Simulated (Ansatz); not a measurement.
Ansatz (an electronic-structure program) input (HF/6-31G*):

Ansatz 0.2 input:
```yaml
crystal:
  periodic: [false, false, false]
  atoms:
    - {symbol: Al, position_ang: [-0.08487950, -0.01304734, 0.03990889]}
    - {symbol: H, position_ang: [1.05809656, -0.36792410, 1.15641379]}
    - {symbol: H, position_ang: [0.01896754, 1.55260936, -0.42576253]}
    - {symbol: H, position_ang: [0.02636943, -1.01506980, -1.24946679]}
basis:
  gaussian:
    orbitals: 6-31G*
hamiltonian:
  xc: {name: HF}
total_charge: -1
magnetization: {spin_polarized: true, initial_magnetization: 1}
relax: {f_tol: 0.003, max_steps: 120}
```

Problem. Predict the final energy.

Solution. -243.60396 Eh.
